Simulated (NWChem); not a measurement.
SnH₂OF₂; SMILES [F][SnH]([F])[OH]

```xyz
6

Sn     0.0009    -0.0142    -0.2486
O      0.0362    -1.8090     0.5232
F     -1.5212     0.9129     0.4819
F      1.4816     0.9758     0.4841
H      0.0037    -0.0150    -1.9397
H      0.0205    -1.7996     1.4887
```
Atoms are numbered in this order, from 1.

Computed with NWChem. The geometry was optimised at PBE0/def2-SVP. def2 effective core potentials on Sn; no spin-orbit coupling. Level PBE/def2-SVP: energy and gradient on several grids; changes count from the extra-fine grid, which is no exact limit either.

Problem. Which is the coarsest grid (xcoarse; medium; fine; xfine; coarse) from which on the energy stays within 50 μHa and each gradient component within 100 μHa/bohr of xfine?

Solution. fine.
```csv
grid,size of the energy change (μHa),largest change of a gradient component (μHa/bohr),"time, medium = 1 (rough)"
xcoarse,6000,20000,about 1
coarse,100,1000,about 1
medium,20,400,about 1
fine,< 10,40,about 1
xfine,< 10,< 30,2
```
